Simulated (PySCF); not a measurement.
## Gas-phase XPS of (MgSe)5 ring, computed

Species: (MgSe)5 ring, Mg5Se5.
Z-matrix (Å and degrees, PBE0-D3(BJ)/def2-SVP geometry), rows numbered from 1:
```
Mg
Se  1  2.4094
Mg  2  2.3993  1  101.46
Se  3  2.4010  2  175.22  1  -174.79
Mg  4  2.3967  3  104.84  1    15.60
Se  5  2.4028  4  174.34  3   179.89
Mg  6  2.4020  5  100.04  4   179.43
Se  7  2.3989  6  175.23  5  -174.67
Mg  8  2.4080  7  103.47  5   -11.94
Se  9  2.4062  8  175.25  7  -157.45
```

Computed, not measured: PySCF 2.14.0, delta-SCF UKS SCAN, pcX-2 on the ionised atom, pcseg-1 elsewhere, spin-free X2C. These are vertical core ionisation energies against the vacuum level, from separate self-consistent calculations with and without the core hole.

Problem. List the computed XPS lines with their assignment.

Solution. 
```csv
atom(s),bonded to,level,binding energy (eV),count
Mg1 (×5),2 Se,Mg 1s,1311.23,5
```

Problem. Which photon wavelength matches the Mg 1s of Mg1 (×5) threshold?

Solution. λ = hc/E = 12398.42 eV Å / 1311.23 eV = 9.456 Å.

Topologically equivalent atoms share the value of their first member; where this conformer doesn't relate them by symmetry, their own values could differ. No level of selenium is listed. Isolated species at its PBE0-D3(BJ)/def2-SVP geometry, gas phase.

The run took 11 s on an AMD EPYC 9B14 with one thread, no GPU (shared host), and the process peaked at 0.77 GiB of memory.
